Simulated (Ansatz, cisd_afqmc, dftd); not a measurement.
System: TeF₄, charge 0, singlet. TeF4 (SMILES F[Te](F)(F)F).
B3LYP-D3(BJ)/def2-TZVP minimum from Ansatz (an electronic-structure program):
```xyz
5

Te     0.0059    -0.0002     0.2962
F      0.8247     1.1500    -0.9149
F      1.5427    -1.1307     0.0115
F     -0.8606    -1.1490    -0.8824
F     -1.5409     1.1306     0.0744
```
Charge 0, spin multiplicity 1.

Wanted: atomisation energy (electronic, to ground-state atoms), in kcal/mol. Open shells are spin-unrestricted; no spin-orbit coupling. Cores are frozen in correlated methods (noble-gas shells, and filled d and f shells in the p block). Past Kr the def2 sets carry scalar-relativistic core potentials. The Monte Carlo rows (phaseless AFQMC, CISD trial, step 0.005/hartree) carry one-sigma bars that omit the constraint's bias. Outlying blocks are dropped, and bars are widened where a walk drifts. Over all cases where full CI ran beside it in this data, AFQMC minus full CI had a median of +0.1 mEh and passed +0.4 mEh in a tenth of the cases. CBS(X,Y): correlation extrapolated as X^-3, Hartree-Fock from the larger set. A bracket is a step between two methods taken in the basis named. Spin-orbit terms, left out, reach several kcal/mol for Br and I, and more for heavier atoms.

| level | program | atomisation energy (kcal/mol) |
|---|---|---|
| CAM-B3LYP-D4/def2-TZVPD | Ansatz + dftd4 | 357.8 |
| CCSD/def2-TZVPP | Ansatz | 323.6 |
| CCSD(T)/def2-SVP | Ansatz | 289.7 |
| CCSD(T)/def2-QZVPP | Ansatz | 356.7 |
| AFQMC/CISD/def2-TZVPP | cisd_afqmc | 338.3 ± 0.5 |
| CCSD(T)/CBS(def2-TZVPP,def2-QZVPP) + [AFQMC/CISD - CCSD(T)]/def2-TZVPP | Ansatz + cisd_afqmc | 365.3 ± 0.5 |
